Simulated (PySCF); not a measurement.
Mo(O)2(OH) (HMoO3), SMILES [O]=[Mo+](=[O])[OH], charge +1, multiplicity 1. Geometry: B3LYP-D3(BJ)/def2-SVP. The multiplicity is an assumed one; other spin states were not compared. The isomer is the one that the SMILES or the coordinates give; other isomers of the formula were not compared. The def2 effective core potentials stand for the cores of Mo; spin–orbit coupling is left out. Other conformers were not sampled.

Q: Give the equilibrium geometry at B3LYP-D3(BJ)/def2-SVP (PySCF confirms it by a frequency run) as bond lengths and angles, and its point group. (Estimate from the structure and the level; the computed values follow.)

A: This is not unique; one that fits is point group Cs.
Atoms: Mo1 O2 O3 O4 H5. Bond lengths (Å): Mo1–O2 1.658, Mo1–O3 1.658, Mo1–O4 1.808, O4–H5 0.977. Angles (°): O2–Mo1–O3 104.4, O2–Mo1–O4 109.3, O3–Mo1–O4 109.3, Mo1–O4–H5 151.8.
Charge +1, spin multiplicity 1.
